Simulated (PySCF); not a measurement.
Ga(OH)2 (GaH2O2), SMILES [OH][Ga][OH], multiplicity 2.

Geometry optimised at PBE-D3(BJ)/def2-TZVP. Other conformers were not sampled.

All values below come from PBE-D3(BJ)/def2-TZVP run with PySCF.

Frequencies are harmonic and unscaled.

Computed harmonic wavenumbers and intensities:
```
mode  ν (cm⁻¹)  IR (km/mol)  moving atoms (share of kinetic energy)
----  --------  -----------  --------------------------------------
1          172          1.0                 O 70 %, Ga 20 %, H 10 %
2          267          0.0                          H 87 %, O 13 %
3          322        150.8                                  H 98 %
4          590         24.4                         O 84 %, Ga 12 %
5          628        132.8                         O 76 %, Ga 24 %
6          765         81.4                                  H 93 %
7          825        109.0                          H 89 %, O 10 %
8         3724        120.9                                  H 94 %
9         3725          0.3                                  H 94 %
```
